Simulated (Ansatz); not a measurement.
Geometry optimisation, RKS PBE0-D4/def2-SVP in Ansatz.

input.yaml

```yaml
crystal:
  periodic: [false, false, false]
  atoms:
    - { symbol: B, position_ang: [-1.33624, 0.59202, -1.34154] }
    - { symbol: Sn, position_ang: [0.55285, 0.78231, -0.16646] }
    - { symbol: O, position_ang: [0.47718, -1.27179, 1.07748] }
    - { symbol: H, position_ang: [-2.04721, -0.29936, -1.10395] }
    - { symbol: H, position_ang: [-1.55841, 1.39074, -2.15836] }
    - { symbol: H, position_ang: [0.78723, 1.69503, 1.25727] }
    - { symbol: H, position_ang: [2.11624, 0.31432, -0.64636] }
    - { symbol: H, position_ang: [-0.11147, -1.34298, 1.83892] }
    - { symbol: H, position_ang: [0.59906, -2.15786, 0.71995] }
total_charge: 1
basis:
  gaussian: { orbitals: def2-SVP }
hamiltonian:
  xc: pbe0
  dispersion: d4
relax:
  f_tol: 0.015
  max_steps: 40
```

Command:

```bash
$ ansatz run input.yaml --threads 1 --pin off --max-ram 2048MiB --backend cpu --events-out ev --progress --plain --runs-dir out
```

**Question.** Where does it end, and by what steps?

**Answer.** The run converged. The force dipped under the threshold on the way, but the program's further checks kept it going. Limits of this set-up: the dipole of an ion depends on the origin. After 9 steps the energy has fallen by 0.163 eV; H8 moved furthest, 0.25 Å.

```
step  energy less start (eV)  largest force component (eV/Å)  accepted
   0                  0.0000                           0.900       yes
   1                 -0.1131                           0.856       yes
   2                 -0.1525                           0.330       yes
   3                 -0.1555                           0.198       yes
   4                 -0.1550                           0.260        no
   5                 -0.1595                           0.052       yes
   6                 -0.1624                           0.010       yes
   7                 -0.1589                           0.381        no
   8                 -0.1627                           0.031       yes
   9                 -0.1628                           0.014       yes
```

```xyz
9
Properties=species:S:1:pos:R:3
B -1.331 0.627 -1.376
Sn 0.532 0.649 -0.125
O 0.330 -1.261 1.053
H -2.090 -0.297 -1.270
H -1.511 1.551 -2.122
H 0.658 1.610 1.274
H 2.048 0.222 -0.768
H 0.079 -1.301 1.988
H 0.763 -2.097 0.823
```

Whether the end is a true minimum wasn't checked by a vibrational analysis.

Time of the run: 66 s on 1 CPU thread of a shared host.
